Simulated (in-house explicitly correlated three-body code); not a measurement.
Computed with an exponentially correlated three-body code. Model: two electrons around a point charge, non-relativistic, variational in 260 exponentially correlated functions (energies converged to about 1e-7 hartree, or 1e-8 relative for large Z).

For two electrons in a singlet the Kohn-Sham orbital is the square root of half the density, so the exact Kohn-Sham potential and energy parts follow from the density alone, and exchange is minus half the Hartree energy. The Kohn-Sham level equals minus the binding energy of the second electron.

Command:
```bash
python run_hyl.py task.json out
```
Settings (lengths in bohr, energies in hartree):
```
Z                      1.11
interaction_strength   1
functions              260
states_tried           13
```

Time taken, with all properties: 39 s on 1 thread of Arm Neoverse V1, on a shared host.

**Converged states only, values per electron or pair.**

Given: nuclear charge 1.11.

```json
{"term": "1 1S", "mean r (bohr)": "2.1726", "mean r squared (bohr²)": "7.1347", "mean inverse r (1/bohr)": "0.79683", "mean r12 (bohr)": "3.476", "mean inverse r12 (1/bohr)": "0.38768", "mean cosine": "-0.10266", "mean p1 dot p2 (bohr⁻²)": "0.047001", "delta r1 (bohr⁻³)": "0.23798", "delta r12 (bohr⁻³)": "0.0055909"}
{"term": "2 3S", "mean r (bohr)": "11.188", "mean r squared (bohr²)": "276.84", "mean inverse r (1/bohr)": "0.58633", "mean r12 (bohr)": "21.09", "mean inverse r12 (1/bohr)": "0.061648", "mean cosine": "-0.0069348", "mean p1 dot p2 (bohr⁻²)": "0.00022813", "delta r1 (bohr⁻³)": "0.21795", "delta r12 (bohr⁻³)": "-"}
{"term": "2 1S", "mean r (bohr)": "14.542", "mean r squared (bohr²)": "465.38", "mean inverse r (1/bohr)": "0.57843", "mean r12 (bohr)": "27.777", "mean inverse r12 (1/bohr)": "0.046", "mean cosine": "-0.0039559", "mean p1 dot p2 (bohr⁻²)": "0.000379", "delta r1 (bohr⁻³)": "0.2179", "delta r12 (bohr⁻³)": "4.4878e-05"}
```

**Exact Kohn-Sham parts of the ground state from its density.**

Computed: Kohn-Sham kinetic 0.66101 hartree; Hartree energy 0.91596 hartree; exchange energy -0.45798 hartree; DFT correlation energy -0.040659 hartree; potential part of the DFT correlation energy -0.070297 hartree; exact minus restricted Hartree-Fock -0.039695 hartree; Kohn-Sham level -2.0298 eV; restricted Hartree-Fock level -2.519 eV; dipole polarisability 60.593 bohr³; C6 of two such species 351.77 hartree·bohr⁶.

(1) What is the kinetic part of the DFT correlation energy?

(2) What is the total energy?

**Functionals on the exact density and self-consistent, errors are functional minus exact, hybrids only self-consistent, a dash where a self-consistent run leaves the top level unbound.**

```csv
result,exchange error (millihartree),correlation error (millihartree),functional driven error (millihartree)
PW91,-6.8159,5.4503,-1.3656
BLYP,-10.121,7.6431,-2.4783
r2SCAN,?,?,?
revTPSS,-7.8403,2.0294,-5.8109
BP86,-10.121,0.23546,-9.8859
TPSS,?,?,?
SCAN,-8.6786,8.8918,0.21323
LDA VWN5,57.538,-38.185,19.352
PBE,-5.4189,7.2616,1.8427
```

(3) What belongs in the row r2SCAN?

(4) What belongs in the row TPSS?

**Density and exact potentials over r, pair density (one pair, times 4 pi r12^2) and exact minus Kohn-Sham pair density over r12.**

```
radius (bohr)  radial density (electrons/bohr)  exchange potential (hartree)  intracule density (1/bohr)  Coulomb hole against Kohn-Sham (1/bohr)  correlation potential (hartree)
        0.209                          0.16521                      -0.77945                   0.0036306                                -0.007321                           -0.062
        0.249                           0.2151                      -0.77316                   0.0052761                                  -0.0101                           -0.058
        0.296                          0.27482                      -0.76496                   0.0076407                                 -0.01376                           -0.052
        0.353                          0.34619                      -0.75403                    0.011146                                 -0.01864                           -0.045
        0.421                          0.42662                      -0.73991                    0.016245                                 -0.02489                           -0.037
        0.502                          0.51235                      -0.72201                      0.0236                                 -0.03258                           -0.027
        0.598                          0.59693                      -0.69984                    0.034023                                  -0.0415                           -0.015
        0.713                          0.67293                      -0.67268                     0.04869                                 -0.05114                           -0.002
         0.85                          0.73004                       -0.6404                     0.06869                                 -0.06019                            0.012
         1.01                          0.75858                      -0.60374                    0.094428                                 -0.06652                            0.025
         1.21                          0.75217                      -0.56051                      0.1281                                 -0.06761                            0.037
         1.44                           0.7091                      -0.51504                     0.16569                                 -0.06058                            0.044
         1.72                          0.63226                      -0.46601                     0.20539                                 -0.04381                            0.047
         2.05                          0.53361                      -0.41647                      0.2391                                 -0.01931                            0.043
         2.44                          0.42574                      -0.36777                      0.2583                                 0.007472                            0.036
         2.91                          0.31853                      -0.32044                     0.25501                                  0.02908                            0.025
         3.46                          0.22407                      -0.27695                     0.22629                                  0.03829                            0.016
         4.13                                ?                             ?                           ?                                        ?                                ?
         4.92                                ?                             ?                           ?                                        ?                                ?
         5.87                         0.044683                      -0.16943                    0.066705                                  0.00861                            0.001
         6.99                         0.020563                      -0.14275                    0.031446                                 0.001019                                0
         8.34                        0.0079437                      -0.11982                    0.011986                                -0.001353                                0
         9.94                        0.0025313                      -0.10058                   0.0036943                                -0.001109                                0
```

(5) What belongs in the row 4.13?

(6) What belongs in the row 4.92?

## Answers

(1) 0.029639 hartree.

(2) -0.690644223 hartree.

(3) exchange error (millihartree): -8.6786; correlation error (millihartree): 8.8918; functional driven error (millihartree): 0.21323.

(4) exchange error (millihartree): -8.8136; correlation error (millihartree): 5.7096; functional driven error (millihartree): -3.1039.

(5) radial density (electrons/bohr): 0.14452; exchange potential (hartree): -0.23645; intracule density (1/bohr): 0.17594; Coulomb hole against Kohn-Sham (1/bohr): 0.03403; correlation potential (hartree): 0.008.

(6) radial density (electrons/bohr): 0.085286; exchange potential (hartree): -0.20081; intracule density (1/bohr): 0.11818; Coulomb hole against Kohn-Sham (1/bohr): 0.02146; correlation potential (hartree): 0.003.

The correlation energy of density-functional theory lies 0.96 millihartree below exact minus Hartree-Fock, because the Hartree-Fock density, unlike the exact one, minimises the Hartree-Fock energy.
